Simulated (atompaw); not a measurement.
**Te: one change to a PAW (atompaw) potential, before and after**

tellurium (Te), PAW, made with atompaw 4.2.0.5 (PBEsol, scalar-relativistic). Core [Kr] 4d10, reference 5s2 5p4. Waves: 5s (bound): rc 2.25 bohr; 5s channel at 0.85 Ry: rc 1.85 bohr; 5p (bound): rc 2.25 bohr; 5p channel at 0.55 Ry: rc 2.25 bohr. Local part: bessel scheme, radius 1.80 bohr. Core correction: smooth core density matched at 2.05 bohr. Augmentation charge: besselshape compensation charge, radius 2.10 bohr; PAW radius 2.25 bohr; waves and projectors: custom rrkj gramschmidtortho.

All-electron outer shells of the reference configuration (PBEsol, scalar-relativistic, ld1.x):

| shell | level (eV) | outermost node (bohr) | outermost maximum (bohr) |
| --- | --- | --- | --- |
| 4p | -114.23 | 0.38 | 0.74 |
| 4d | -41.59 | 0.36 | 0.81 |
| 5s | -15.15 | 0.91 | 1.80 |
| 5p | -5.97 | 1.00 | 2.17 |

Change: augmentation besselshape compensation charge, radius 2.10 bohr; PAW radius 2.25 bohr; waves and projectors: custom polynom vanderbiltortho.

Cutoffs: the cutoffs (Ry, on a coarse ladder) from which the occupation-weighted sum of valence levels, in a spherical-Bessel basis at the reference potential, stays within 10 and 1 mRy of its value at 400 Ry; they do not see the model core or the augmentation charge, which bear on the density cutoff.

Problem. What does the change do?

Solution. The potential gets harder (8 Ry and 15 Ry → 10 Ry and 15 Ry); neither file shows a bound ghost.

| quantity | base | changed |
| --- | --- | --- |
| cutoff, loose | 8 Ry | 10 Ry |
| cutoff, tight | 15 Ry | 15 Ry |
| loose cutoff by channel (10 mRy a level) | s 6 Ry, p 6 Ry | s 8 Ry, p 6 Ry |
| bound ghosts | none | none |
| s: phases at 2.26 bohr within 0.05 rad from the reference energy up to (Ry; the scan ends near 5) | to the end of the scan | to the end of the scan |
| p: phases at 2.26 bohr within 0.05 rad from the reference energy up to (Ry; the scan ends near 5) | to the end of the scan | to the end of the scan |
| lowest overlap eigenvalue by channel | s 0.48, p 0.56 | s 0.22, p 0.36 |

 The cutoffs see the waves, projectors and local potential, not the compensation charge or the core.
